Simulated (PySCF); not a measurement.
**Relaxation of doublet [HgH2]-**

Level of theory: UPBE0/[Hg def2-TZVPD with ECP60, H def2-TZVPD], scalar-relativistic core potentials, density fitting, no spin–orbit coupling, PySCF. A (50,194) grid was used.

A hand-made side-on start, of C2v symmetry, held to at least that symmetry:

```xyz
3
charge -1 multiplicity 2, angstrom
Hg    0.0000    0.0000   -0.0161
H     0.4200    0.0000    1.6136
H    -0.4200    0.0000    1.6136
```

Optimiser trace:
| step | E − E(last) (kJ/mol) | largest gradient (Eh/bohr) |
| --- | --- | --- |
| 0 | 204.29 | 0.11542 |
| 1 | 137.20 | 0.07278 |
| 2 | 71.26 | 0.04016 |
| 3 | 36.13 | 0.02214 |
| 4 | 16.43 | 0.01144 |
| 5 | 7.08 | 0.00576 |
| 6 | 2.81 | 0.00287 |
| 7 | 0.93 | 0.00131 |
| 8 | 0.25 | 0.00060 |
| 9 | 0.02 | 0.00017 |
| 10 | 0.00 | 0.00004 |

It ends at C2v with H–H 0.752 Å. The molecule has come apart into Hg + H₂. No frequency check is given, so it may be a saddle point.

Final geometry:
Z-matrix (Å, degrees; charge -1 multiplicity 2):
```
Hg
H  1 3.4529
H  2 0.7524 1 83.75
```

No spin–orbit coupling is included, which matters more the heavier the element.

The relaxation took of the order of 60 core-seconds on a shared host.
